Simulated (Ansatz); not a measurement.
Basis-set extrapolation for C2H7NSi2 (`NC#C[SiH2][SiH3]`) (PBE0-D4/def2-TZVP geometry, frozen core, Ansatz). Multiplicity 1, RHF reference.

|  | def2-TZVPP | def2-QZVPP |
| --- | --- | --- |
| HF | -712.141564 | -712.165096 |
| MP2 correlation | -0.758558 | -0.811360 |
| CCSD(T) correlation | -0.846314 | not run |

Energies in hartree. Use E(X) = E(∞) + A·exp(−7.88·√X) for Hartree–Fock and E(X) = E(∞) + B·X^(−2.97) for correlation, with X = 3 and 4, and add CCSD(T) minus MP2 of the smaller set to the MP2 limit.

What is the CCSD(T) energy at the basis-set limit?

HF limit: -712.165096 + (-0.023532) × 0.13774 = -712.16834. MP2 limit: -0.811360 + (-0.052802) × 0.74074 = -0.85047. Higher-order term: -0.846314 − (-0.758558) = -0.08776. Total: -713.10657 hartree, 311.6 kJ/mol below CCSD(T)/def2-TZVPP.
